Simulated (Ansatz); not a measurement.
A calculation with Ansatz (development build ahead of 0.2.0).

```yaml
crystal:
  periodic: [false, false, false]
  atoms:
    - { symbol: Si, position_ang: [0.03473, 0.15275, 0.1532] }
    - { symbol: F, position_ang: [1.12571, 0.93025, -0.5725] }
    - { symbol: F, position_ang: [0.46266, -0.66073, 1.36938] }
    - { symbol: F, position_ang: [-0.27614, -1.2719, -1.12278] }
    - { symbol: F, position_ang: [-1.35102, 0.77404, 0.18985] }
basis:
  gaussian: { orbitals: def2-SVP }
total_charge: 1
magnetization:
  spin_polarized: true
  initial_magnetization: 1
hamiltonian:
  xc: hf
output:
  forces: true
```

The input is written out in the form of the current development build from the run's settings.

Results

| Item | Value |
| --- | --- |
| Converged | yes |
| Total energy | -686.01595 hartree |
| Spin squared of the determinant | 0.754 |
| Stability test | minimum |

Forces (eV/Å):
```
atom      Fx      Fy      Fz
 Si1   0.512   0.979   1.038
  F2   0.311  -0.090  -0.528
  F3   0.081  -0.562   0.076
  F4  -0.121  -0.236  -0.252
  F5  -0.783  -0.091  -0.335
```
